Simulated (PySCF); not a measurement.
Breaking a bond: BeO, singlet. Each curve is given relative to its own lowest point near equilibrium.

```json
[
 {"R / Å": "1.06", "A": "85.6", "B": "85.6", "C": "94.9", "D": "95.9"},
 {"R / Å": "1.12", "A": "48.1", "B": "48.1", "C": "55.5", "D": "56.4"},
 {"R / Å": "1.19", "A": "20.8", "B": "20.8", "C": "26.2", "D": "26.9"},
 {"R / Å": "1.25", "A": "7.7", "B": "7.7", "C": "11.4", "D": "11.9"},
 {"R / Å": "1.28", "A": "3.8", "B": "3.8", "C": "6.7", "D": "7.1"},
 {"R / Å": "1.32", "A": "0.8", "B": "0.8", "C": "2.6", "D": "2.9"},
 {"R / Å": "1.38", "A": "0.0", "B": "0.0", "C": "0.1", "D": "0.1"},
 {"R / Å": "1.39", "A": "0.2", "B": "0.2", "C": "0.0", "D": "0.0"},
 {"R / Å": "1.44", "A": "2.5", "B": "2.5", "C": "0.8", "D": "0.6"},
 {"R / Å": "1.53", "A": "10.4", "B": "10.1", "C": "5.9", "D": "5.3"},
 {"R / Å": "1.64", "A": "23.9", "B": "19.0", "C": "16.4", "D": "17.4"},
 {"R / Å": "1.80", "A": "46.1", "B": "30.1", "C": "35.2", "D": "53.5"},
 {"R / Å": "2.01", "A": "73.7", "B": "47.6", "C": "56.6", "D": "93.6"},
 {"R / Å": "2.17", "A": "91.6", "B": "60.8", "C": "71.7", "D": "113.3"},
 {"R / Å": "2.39", "A": "110.8", "B": "76.8", "C": "90.7", "D": "131.0"},
 {"R / Å": "2.68", "A": "127.8", "B": "91.8", "C": "109.7", "D": "144.3"},
 {"R / Å": "2.89", "A": "136.0", "B": "98.5", "C": "117.5", "D": "149.7"},
 {"R / Å": "3.22", "A": "144.5", "B": "104.9", "C": "122.1", "D": "154.3"},
 {"R / Å": "3.59", "A": "150.2", "B": "108.7", "C": "123.1", "D": "156.4"},
 {"R / Å": "3.95", "A": "153.5", "B": "110.6", "C": "123.3", "D": "157.2"},
 {"R / Å": "4.67", "A": "156.8", "B": "112.2", "C": "123.5", "D": "157.6"},
 {"R / Å": "5.36", "A": "158.1", "B": "112.7", "C": "123.5", "D": "157.7"}
]
```

Energies in kcal/mol.

Task: Assign the columns to these levels of theory: CCSD(T) on RHF/6-31G, 1 core orbital frozen (PySCF); restricted TPSSh/6-31G run with PySCF; PySCF with MP2 on RHF/6-31G, 1 core orbital frozen; unrestricted TPSSh/6-31G (PySCF).

Result: A is RKS-TPSSh; B is UKS-TPSSh; C is RCCSD(T); D is RMP2.

The T1 diagnostic of CCSD on the restricted reference of RCCSD(T), RMP2 exceeds 0.045 at 1.28 to 2.68 Å. The restricted form behind RMP2, RKS-TPSSh keeps the bonding electrons paired and can't separate into open-shell fragments. At the longest distance RKS-TPSSh leaves fractional charges on the fragments, a sign of delocalisation error or of the restricted form. The unrestricted determinant behind UKS-TPSSh is spin-contaminated at 1.53 to 5.36 Å (<S²> up to 1.1, against 0.00 for a pure singlet).
